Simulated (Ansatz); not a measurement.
Basis-set series for C$_{2}$H$_{10}$BPSi (`CB(P)C[SiH3]`). The species carries charge 0 and has multiplicity 1. Geometry: relaxed with PBE0-D4/def2-TZVP. It is one conformer, not always the lowest.

```
functional       basis  functions  energy (Eh)  HOMO (eV)  LUMO (eV)
   PBE0-D4    def2-SVP        128   -737.27902      -7.06      -0.93
   PBE0-D4  def2-QZVPP        611   -737.63856      -7.16      -1.05
   ωB97M-V    def2-SVP        128   -737.52986      -9.16       1.05
   ωB97M-V  def2-QZVPP        611   -737.89754      -9.29       0.84
```

Problem. Give the rows for def2-TZVPP. (Best estimate.)

Solution. Computed: 
```
functional       basis  functions  energy (Eh)  HOMO (eV)  LUMO (eV)
   PBE0-D4  def2-TZVPP        317   -737.61163      -7.14      -1.02
   ωB97M-V  def2-TZVPP        317   -737.87214      -9.27       0.90
```

Positive LUMOs are unbound and depend on the basis.
